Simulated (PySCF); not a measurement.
C₄H₅ (SMILES C1=CC[CH-]1), charge -1, singlet, geometry from GFN2-xTB (in this run its highest filled SCF level lies above zero, so its values depend strongly on the basis, on diffuse functions most of all). Base run: DF-BLYP/pcseg-1 (PySCF).

PySCF was given this input:
```python
from pyscf import gto, scf, dft

mol = gto.M(
    atom='''
C    -0.003359   -0.713136    0.730145
C     0.058079    0.679917    0.791595
C    -0.058679   -0.807129   -0.661348
C     0.003381    0.717752   -0.734871
H    -0.006971   -1.479675    1.514966
H    -0.487048    1.361164    1.458534
H     0.486429   -1.492445   -1.324122
H     0.893770    1.137841   -1.231763
H    -0.882716    1.208692   -1.170736
''',
    basis='pcseg-1',
    charge=-1,
    spin=0,
    verbose=4,
)

mf = dft.RKS(mol)
mf.xc = 'blyp'
mf = mf.density_fit(auxbasis='def2-universal-jkfit')
mf.kernel()
mf.analyze()
```

Variants of this job, named by their change:

| change | basis functions | E (Eh) | HOMO (eV) | HOMO-LUMO gap (eV) | core-seconds (rough) |
|---|---|---|---|---|---|
| base | 81 | -155.20490 | 2.94 | 3.14 | 7 |
| basis = LANL2DZ | 46 | -155.18687 | 3.32 | 3.20 | 6 |
| basis = pcseg-0 | 46 | -154.82836 | 3.49 | 3.32 | 4 |
| basis = 6-31G | 46 | -155.16453 | 3.73 | 3.29 | 6 |
| basis = pc-1 | 81 | -155.20751 | 2.94 | 3.22 | 6 |
| basis = 6-311G** | 102 | -155.26776 | 3.05 | 2.94 | 10 |
| basis = def2-SVPD | 120 | -155.13186 | 2.53 | 2.30 | 10 |
| basis = 6-311++G** | 123 | -155.28657 | 2.16 | 0.97 | 10 |
| basis = aug-pcseg-1 | 137 | -155.22345 | 2.04 | 0.77 | 20 |
| basis = 6-311+G(2d,p) | 138 | -155.28987 | 2.17 | 1.80 | 10 |
| basis = cc-pVTZ | 190 | -155.28958 | 2.77 | 2.90 | 20 |
| basis = pcseg-2 | 190 | -155.30328 | 2.44 | 2.14 | 30 |
| basis = def2-TZVPD | 193 | -155.30095 | 2.33 | 1.72 | 30 |

Totals compare only among sets that treat the same electrons; sets with core potentials leave the core out.
